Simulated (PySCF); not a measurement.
SMILES [SiH3]C[SiH2]c1ccco1 (C5H10OSi2), singlet (GFN2-xTB optimised geometry):

```
18

Si    -2.652     0.441     1.846
C     -2.082    -1.347     1.513
Si    -0.954    -1.594     0.004
C      0.354    -0.254     0.000
C      1.722    -0.254     0.000
C      2.133     1.098     0.000
C      0.985     1.830    -0.002
O     -0.087     1.028    -0.004
H     -3.748     0.400     2.823
H     -3.136     1.063     0.614
H     -1.557     1.218     2.426
H     -1.572    -1.714     2.404
H     -2.961    -1.980     1.391
H     -1.739    -1.497    -1.234
H     -0.261    -2.888     0.050
H      2.353    -1.119     0.001
H      3.136     1.473     0.002
H      0.810     2.888    -0.003
```

Calculation: PySCF with CAM-B3LYP/def2-SVP.

Question: What are the frontier orbital energies and the dipole moment?

Answer: HOMO-2 -9.96 eV, HOMO-1 -9.44 eV, HOMO -7.86 eV, LUMO 1.06 eV, LUMO+1 2.24 eV; dipole moment 0.91 D.

On the same geometry PBE/def2-SVP (PySCF) gives HOMO-2 -7.36 eV, HOMO-1 -6.89 eV, HOMO -5.60 eV, LUMO -1.00 eV, LUMO+1 0.26 eV; dipole moment 0.85 D.

Meta-Löwdin charges at CAM-B3LYP/def2-SVP: Si1 0.53, C2 -0.64, Si3 0.66, C4 -0.08, C5 -0.15, C6 -0.17, C7 0.06, O8 -0.24, H9 -0.12, H10 -0.11, H11 -0.11, H12 0.12, H13 0.12, H14 -0.11, H15 -0.11, H16 0.12, H17 0.12, H18 0.12.
